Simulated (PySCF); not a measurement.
This PySCF input asks for the NMR shieldings of SMILES N[SiH2][SiH2]NCC(F)(F)F, C2H9F3N2Si2; the geometry comes from GFN2-xTB.

```python
import basis_set_exchange as bse
import numpy as np
from pyscf import gto, dft
from pyscf.prop import nmr

atoms = """
N    -2.695005    1.112819   -0.840501
Si   -2.626084   -0.467420   -0.145357
Si   -0.554661   -0.705337    0.813103
N     0.583228   -0.491414   -0.476225
C     1.992343   -0.626062   -0.304396
C     2.653126    0.665623    0.176332
F     2.290831    1.005776    1.420211
F     3.993540    0.579208    0.178527
F     2.339239    1.709162   -0.609025
H    -3.514495    1.385170   -1.360340
H    -2.362774    1.900554   -0.307084
H    -3.668746   -0.727533    0.867357
H    -2.955167   -1.334236   -1.281623
H    -0.225742   -2.054085    1.298003
H    -0.292979    0.187229    1.958799
H     0.350633    0.160412   -1.210338
H     2.193834   -1.391653    0.447185
H     2.490119   -0.901897   -1.242949
"""
names = dict.fromkeys(["N", "Si", "C", "F", "H"], "pcSseg-1")
basis = {el: gto.basis.parse(bse.get_basis(n, elements=[el], fmt="nwchem")) for el, n in names.items()}
mol = gto.M(atom=atoms, basis=basis, charge=0, verbose=0)
mf = dft.RKS(mol, xc="PBE0")
mf.grids.level = 2
mf.grids.alignment = dft.numint.BLKSIZE   # the property module wants whole blocks of grid points
mf.conv_tol = 1e-9
mf.kernel()

calc = nmr.RKS(mf)   # GIAO
C = mf.mo_coeff
Co = C[:, mf.mo_occ > 0]
resp = mf.gen_response(singlet=True, hermi=2)
def vind(x):   # induced exchange potential for any number of trial vectors
    d = np.einsum("pi,xij,qj->xpq", C, 2 * x.reshape(-1, C.shape[1], Co.shape[1]), Co, optimize=True)
    return np.einsum("xpq,pi,qj->xij", resp(d - d.transpose(0, 2, 1)), C, Co, optimize=True).ravel()
mo1, _ = nmr.rhf.solve_mo1(calc, with_cphf=vind)
sigma = calc.kernel(mo1)
for i, s in enumerate(sigma):   # ppm
    print("%2d %-2s %9.2f" % (i, mol.atom_pure_symbol(i), np.trace(s) / 3))
```

Q: What does it print?

A: 
```
 0 N     273.14
 1 Si    403.68
 2 Si    399.46
 3 N     260.31
 4 C     133.30
 5 C      50.92
 6 F     257.48
 7 F     258.78
 8 F     267.12
 9 H      31.66
10 H      32.10
11 H      26.74
12 H      26.71
13 H      27.02
14 H      26.46
15 H      31.21
16 H      28.50
17 H      28.06
```

These numbers come from an equivalent density-fitted implementation of the same equations, which agrees with the script to about 0.01 ppm for H and up to a few tenths of a ppm for heavy atoms, so last digits may differ.

Q: Turn these shieldings into chemical shifts. Shifts are taken against calculated references (same method and geometry level): $^{15}$N (267.73 ppm) vs NH3; TMS for $^{29}$Si (349.16 ppm), $^{13}$C (186.93 ppm), $^{1}$H (31.72 ppm); CFCl3 for $^{19}$F (170.95 ppm).

A: Averaging equivalent atoms: N 3: 7.4; N 0: -5.4; Si 2: -50.3; Si 1: -54.5; C 5: 136.0; C 4: 53.6; F 6/7/8: -90.2; H 11/12: 4.99; H 13/14: 4.98; H 16/17: 3.44; H 15: 0.51; H 9/10: -0.16 ppm. Unscaled 19F shifts against computed CFCl3 carry errors that often reach 10 to 50 ppm. Experimental scales use liquid or dissolved standards, which lie at an offset from isolated NH3 (liquid NH3: subtract about 20 ppm).

Size and cost of the density-fitted run: 212 basis functions, 110 s wall time on 1 thread of an Intel Xeon, shared host; peak memory 0.95 GiB.
